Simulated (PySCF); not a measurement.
Compound: C7H11PS.
Cartesian coordinates in Å at the GFN2-xTB level; atoms count from 1:
```xyz
20
C7H11PS angstrom
C      2.3502    1.4497    1.0460
C      2.6109    0.3525    0.3406
C      1.6538   -0.6795    0.1163
C      1.5391   -1.9406   -0.3468
P     -0.0149   -1.3491    0.3592
S     -0.7816   -1.9790    2.0280
C     -1.1638   -0.8718   -1.0109
C     -2.2631    0.0283   -0.4665
C     -1.6741    1.3028    0.1159
H      3.0945    2.2087    1.2125
H      1.3824    1.6109    1.4923
H      3.5879    0.1869   -0.0997
H      2.1699   -2.7278   -0.7088
H     -0.5764   -0.3779   -1.7872
H     -1.5809   -1.8009   -1.4123
H     -2.8012   -0.5084    0.3197
H     -2.9714    0.2627   -1.2648
H     -0.9902    1.0404    0.9263
H     -1.1222    1.8607   -0.6390
H     -2.4541    1.9421    0.5217
```

NICS is the negative of the GIAO shielding at a point without a nucleus: at the ring centre (0) and 1 Å above and below it (1); zz is the component along the ring normal. Level: GIAO PBE0/pcSseg-1 (PySCF, non-relativistic, gas phase) on the GFN2-xTB geometry, one conformer.

Ring bond lengths (Å), with Mayer bond orders in brackets: C3–C4 1.348 (1.51), C4–P5 1.806 (0.91), P5–C3 1.814 (0.83).

Problem. Give the NICS values of each ring in ppm.

Solution. 
| ring | type | NICS(0) | NICS(1), two faces | NICS(1)zz, two faces | rms pucker (Å) | centre to ring atoms, mean (Å) |
| --- | --- | --- | --- | --- | --- | --- |
| C3–C4–P5 | 3-membered ring with P; formal bonds 1 double, 2 single | -17.7 | -7.0 / -7.9 | -10.1 / -11.9 | 0.00 | 0.96 |

Problem. What do they say, and how far can they be read as aromaticity?

Solution. 
- C3–C4–P5: mean NICS(1)zz -11.0 ppm, shielded. P5 has four or more neighbours, and the NICS criterion for π rings isn't applied. NICS(0) lies 10 ppm below the mean NICS(1).

Problem. At the second NICS(1) probe listed for ring C3–C4–P5, 1 Å off the ring, how large is the induced field along the normal in 7.05 T applied along it?

Solution. NICSzz × B0 = -11.9 ppm × 7.05 T = -84 μT, against the applied field.

Rough CPU time on one thread of a shared machine: about 2.6 min (grids of density and orbitals included). This is the whole shielding run at PBE0/pcSseg-1, SCF included.
